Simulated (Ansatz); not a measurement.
The cluster Be5Se5. Total charge 0; quintet. Geometry PBE-D4/def2-SVP; atoms count from 1.

```xyz
10

Be   -1.1600   -1.4865   -0.5344
Be    1.2202   -0.6006   -0.2826
Be   -0.9805    0.3169    0.7604
Be   -0.3236    0.1898   -1.6255
Be    0.9335    1.4539    0.7813
Se   -0.9195    2.4833    0.6952
Se    0.4682   -1.9652   -1.7831
Se    1.2002   -0.3939    1.8806
Se   -1.8961   -1.4557    1.4701
Se    1.4576    1.4580   -1.3619
```

At PBE0-D4/def2-TZVP a singlet of charge 0 lies 4.91 eV below the quintet, each at its own geometry. The structure comes from a short search, and lower isomers may exist.

**Question.** Estimate the Mulliken populations from the PBE0/def2-TZVP orbitals of Ansatz.

**Answer.** 
```json
{"atom": "Be1", "charge (e)": "-0.16", "spin (α − β)": "0.36"}
{"atom": "Be2", "charge (e)": "0.20", "spin (α − β)": "0.20"}
{"atom": "Be3", "charge (e)": "0.33", "spin (α − β)": "0.12"}
{"atom": "Be4", "charge (e)": "-0.09", "spin (α − β)": "0.77"}
{"atom": "Be5", "charge (e)": "-0.07", "spin (α − β)": "0.01"}
{"atom": "Se6", "charge (e)": "-0.02", "spin (α − β)": "0.78"}
{"atom": "Se7", "charge (e)": "-0.03", "spin (α − β)": "0.18"}
{"atom": "Se8", "charge (e)": "-0.10", "spin (α − β)": "0.43"}
{"atom": "Se9", "charge (e)": "0.00", "spin (α − β)": "0.76"}
{"atom": "Se10", "charge (e)": "-0.05", "spin (α − β)": "0.39"}
```
Mulliken values and Mayer orders depend strongly on the basis.

**Question.** Where does the spin sit?

**Answer.** Summed by element: Be 1.46, Se 2.54, of 4 unpaired in all. Largest on single atoms: Se6 0.78, Be4 0.77, Se9 0.76.

**Question.** And the Mayer bond orders between bonded heavy atoms (over 0.3)?

**Answer.** Be1–Be4 0.59 (2.17 Å); Be1–Se7 0.99 (2.11 Å); Be1–Se9 1.01 (2.14 Å); Be2–Se7 0.80 (2.16 Å); Be2–Se8 0.76 (2.17 Å); Be2–Se10 0.52 (2.34 Å); Be3–Se6 0.74 (2.17 Å); Be3–Se9 0.77 (2.12 Å); Be4–Se7 0.63 (2.30 Å); Be4–Se10 0.83 (2.20 Å); Be5–Se6 0.95 (2.12 Å); Be5–Se8 0.91 (2.17 Å); Be5–Se10 0.77 (2.21 Å). Values over 0.3 also appear between atoms too far apart for a bond (Se8–Se9 0.30 at 3.30 Å); they arise where an orbital or an unpaired electron spreads over both atoms.
